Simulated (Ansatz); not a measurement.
`[TeH]B1N[SiH2]1` + PH₃ → `P[TeH]` + `B1N[SiH2]1`  (ligand exchange at a Te–B bond)

Gas-phase electronic energies from Ansatz, PBE0-D4/def2-TZVP geometries. CCSD(T)/CBS is the MP2 limit (def2-TZVPP, def2-QZVPP) plus CCSD(T) − MP2 in def2-TZVPP, frozen cores. This one scheme is used for every species. DFT in def2-TZVPP. B3LYP here is the variant with VWN-RPA as its local correlation; programs differ in this. Elements past krypton have def2 core potentials. For Te outer-core shells are correlated without core-valence functions, which leaves a few kJ/mol of doubt a bond.

Is it downhill or uphill in electronic energy at CCSD(T)/CBS, and by how much? (Best estimate.)

Computed: Uphill: ΔE = +25.9 kJ/mol.

What do these levels give: LDA (SPW92), PBE-D4, B3LYP-D4, r2SCAN, CCSD/def2-SVP, CCSD(T)/def2-SVP? (Estimate.)

Ansatz gave: LDA (SPW92) 27.8, PBE-D4 23.3, B3LYP-D4 21.0, r2SCAN 24.7, CCSD/def2-SVP 38.6, CCSD(T)/def2-SVP 40.7 kJ/mol.

Largest T1 diagnostic among the species: 0.014.

At CCSD(T), def2-SVP lies +14.8 kJ/mol from the extrapolated value and def2-TZVPP +6.5 kJ/mol. In def2-TZVPP, CCSD(T) changes the Hartree–Fock value by +13.4 kJ/mol (the triples alone add +1.6 kJ/mol) and MP2 by +16.1 kJ/mol. Leaving LDA and LC-ωPBE aside and taking each functional with its dispersion term where it has one, the values, not all of them listed here, spread over 8.4 kJ/mol, from BLYP-D4 to PBE-QIDH. LDA lies +6.3 kJ/mol from PBE without D4.
